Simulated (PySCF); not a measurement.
Gas-phase reaction: 3 TiCl₄ + 3 HO₂ ⇌ 3 TiCl₃OH + 3 Cl + O₃, at 500 K and a standard pressure of 1 bar. Level: B3LYP/6-31G*.

Computed with PySCF and rigid-rotor harmonic-oscillator thermochemistry at 1 bar. 6-31G* has spherical d functions here. Open shells (unrestricted): HO₂ (multiplicity 2), Cl (multiplicity 2, electronic degeneracy 6); the rest are closed-shell singlets. Spin-orbit splitting is ignored; it lowers the true energy and changes the entropy of Cl. B3LYP is the form with VWN-RPA correlation. TiCl₃OH: computed as isolated molecules; such fragments, hydroxides, amides, oligomers or adducts are transient or little studied in the gas. The harmonic model lacks anharmonicity and excited electronic states, which grow with temperature; levels with a mode under 35 cm⁻¹ are left out. Strong static correlation: O₃. Soft modes under 120 cm⁻¹ make the harmonic entropy rough for TiCl₄, TiCl₃OH.

```json
[
 {"species": "TiCl₄", "E (Ha)": "-2690.45824", "H(500 K) − E (kJ/mol)": "56.7", "S°(500 K) (J/mol/K)": "405.1"},
 {"species": "HO₂", "E (Ha)": "-150.89587", "H(500 K) − E (kJ/mol)": "54.2", "S°(500 K) (J/mol/K)": "247.9"},
 {"species": "TiCl₃OH", "E (Ha)": "-2306.07770", "H(500 K) − E (kJ/mol)": "89.4", "S°(500 K) (J/mol/K)": "441.6"},
 {"species": "Cl", "E (Ha)": "-460.13279", "H(500 K) − E (kJ/mol)": "10.4", "S°(500 K) (J/mol/K)": "179.0"},
 {"species": "O₃", "E (Ha)": "-225.40116", "H(500 K) − E (kJ/mol)": "38.0", "S°(500 K) (J/mol/K)": "259.6"}
]
```
E: electronic energy; H − E holds the zero-point and thermal terms. 1 Ha = 2625.5 kJ/mol.

### Question
Work out ΔH°, ΔS°, ΔG° and log10 K from these numbers.

### Answer
1. ΔE = 3×(-2306.07770) + 3×(-460.13279) + 1×(-225.40116) − 3×(-2690.45824) − 3×(-150.89587) = 0.02970 Ha = 78.0 kJ.
2. Δ(H − E) = 3×(89.4) + 3×(10.4) + 1×(38.0) − 3×(56.7) − 3×(54.2) = 4.7 kJ, so ΔH° = 82.7 kJ.
3. ΔS° = 3×(441.6) + 3×(179.0) + 1×(259.6) − 3×(405.1) − 3×(247.9) = 162.4 J/K; the number of gas molecules changes by +1.
4. ΔG° = ΔH° − TΔS° = 82.7 − 500×(162.4)/1000 = 1.5 kJ.
5. log10 K = −ΔG°/(RT ln 10) = -0.16, with RT ln 10 = 9.57 kJ/mol; at standard pressures the reactants are favoured.
6. A shift of 10 kJ in ΔE would move log10 K by 1.04 here.
7. With ΔH° and ΔS° held fixed, ΔG° changes sign near ΔH°/ΔS° = 510 K.
8. Lowering the total pressure from 1 bar to 0.01 bar multiplies the mole-fraction quotient K_x = K (p/p°)^(−Δn) by 10^2, which pushes the balance towards the products.
For scale, ΔH°(298 K) is 76 kJ at this level, 127 kJ at ωB97M-V/def2-TZVP†, and runs from -110 to 165 kJ over the 19 levels computed († marks an energy on the PBE0/def2-TZVP geometry).
